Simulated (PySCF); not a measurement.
[Sm(SH)2]+ at several levels of theory

Computed with PySCF 2.14.0 (density fitting, no spin-orbit coupling) at the geometry relaxed with PBE0:

```xyz
5
[Sm(SH)2]+ (singlet in the valence; each metal's 4f electrons, 5 of them, lie in its core potential, out of spins and levels)
Sm    0.0000    0.0000   -0.7856
S     1.9053   -0.0892    0.8665
H     2.8872   -0.2256   -0.0638
S    -1.9053    0.0892    0.8665
H    -2.8872    0.2256   -0.0638
```

```csv
level,basis,state,HOMO (eV),gap (eV),charge on Sm1 (e),population of f-type functions on Sm1 (polarisation alone where 4f lies in the core),dipole about the centre of mass (D),largest force component (eV/Å)
PBE0,"Sm lcecp-1-SVP with ECP51, S def2-SVP, H def2-SVP",singlet,-12.07,4.78,1.12,0.04,7.67,0.02
BP86,the same,singlet,-11.08,3.16,1.00,0.03,6.94,0.36
BLYP,the same,singlet,-10.77,2.80,0.96,0.03,6.73,0.67
```

In the lcecp rows the 4f levels are missing from HOMO and gap, and the state counts the valence alone.

Charges are Mulliken's, which hang on the basis. The relaxation used the grid (50, 194), these runs (75, 302) or, all-electron (x2c bases, spin-free X2C Hamiltonian), (99, 590).

Q: What does PBE0 with Sm lcecp-1-TZVP with ECP51, S def2-TZVP, H def2-TZVP give here?

A: state singlet, HOMO (eV) -12.01, gap (eV) 4.80, charge on Sm1 (e) 1.40, population of f-type functions on Sm1 (polarisation alone where 4f lies in the core) 0.04, dipole about the centre of mass (D) 7.32, largest force component (eV/Å) 0.19. Time: 8.7 s on 2 threads of Arm Neoverse V2 (shared host), from free ions and atoms.

In the first row's basis the gap widens with exact exchange: 2.8 to 3.2 eV for BLYP, BP86 (none); 4.8 eV for PBE0 (a fixed share).

An lcecp potential fixes the number of 4f electrons, so in runs with it no electron can move into or out of that shell.
